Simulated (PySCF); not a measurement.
# CuH₃ at several levels of theory

All levels use the PBE0 minimum (singlet; Cu–H 1.504 Å, Cu–H 1.728 Å (×2), H–H 0.782 Å; Cu–H–H 76.9° (×2), H–Cu–H 26.2°, H–Cu–H 166.9° (×2)), basis [Cu def2-TZVP, H def2-TZVP], no relativity, density fitting, no spin–orbit coupling, PySCF. For vertical energies the ionised species is a doublet (spins chosen at PBE0 and kept). Atomisation goes to high-spin ground-configuration atoms, without zero-point energy. Open shells are unrestricted, also as the reference of the correlated levels. A dash marks a value that was not computed or is not defined at that level.

```xyz
4
charge 0 multiplicity 1, angstrom
Cu   -0.0285    0.0000    0.0000
H     1.6548   -0.3912    0.0000
H     1.6548    0.3912    0.0000
H    -1.5320    0.0000    0.0000
```

```csv
level,atomisation (kJ/mol),vertical IP (eV),−ε(HOMO) (eV),gap (eV),dipole (D)
CCSD(T),726,8.98,–,–,–
HF,477,7.90,9.02,11.42,4.82
MP2,716,9.18,–,–,–
PBE0,726,9.16,6.67,6.11,3.81
PBE,754,9.37,5.58,4.14,3.40
B3LYP,756,9.37,6.56,5.68,3.70
r2SCAN,775,9.23,5.65,4.52,3.60
wB97X,772,9.35,9.11,10.57,3.97
```

For CuH₃ itself CCSD(T) correlates 22 electrons; T1 = 0.028, D1 = 0.094, (T) = -49 kJ/mol.

(1) Which levels differ least and most from CCSD(T) in the atomisation?

Answers

(1) Least: PBE0 (0 kJ/mol); most: HF (-249 kJ/mol). CCSD(T) atomisation energies in a triple-zeta basis lie tens of kJ/mol low, so this is no ranking by accuracy.

Stability towards spin polarisation was not tested.
